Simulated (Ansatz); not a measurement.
```xyz
12

C     0.0193   -0.6747   -0.6975
C     0.0084   -0.5748    0.6976
C    -0.0602    0.5596   -1.6068
C    -0.0706    0.5438    1.5916
H    -0.0335   -1.6767   -1.1990
H    -0.0142   -1.7202    1.1358
H    -0.0055    1.4268   -1.0915
H     0.8887    0.5737   -2.2127
H    -0.8517    0.4666   -2.2185
H    -0.0660    1.4559    1.1284
H    -0.8847    0.5515    2.2768
H     0.8763    0.4627    2.2405
```

Basis set: 6-31G (spherical functions). Left uncorrelated: 4 orbitals. Charge 0, multiplicity 1.

Computed with Ansatz (development build ahead of 0.2.0); each method stands on the lowest determinant of its kind that the runs found. Restricted open shells among the atoms or ions are ROHF, correlated in semicanonical orbitals with singles.

Give the atomization energy at this shape (free ground-state atoms in the same class of orbitals less the molecule, no zero-point energy) of singlet C₄H₈ by RHF-MP2, RHF.

```tsv
method	atomization energy
RHF-MP2	42.97 eV
RHF	35.63 eV
```

Caution: no unrestricted run beside it, a lower state can exist; the shape is not the minimum.

This basis has no polarisation functions and is too small for such energies, which can lie far from measured ones in either direction.
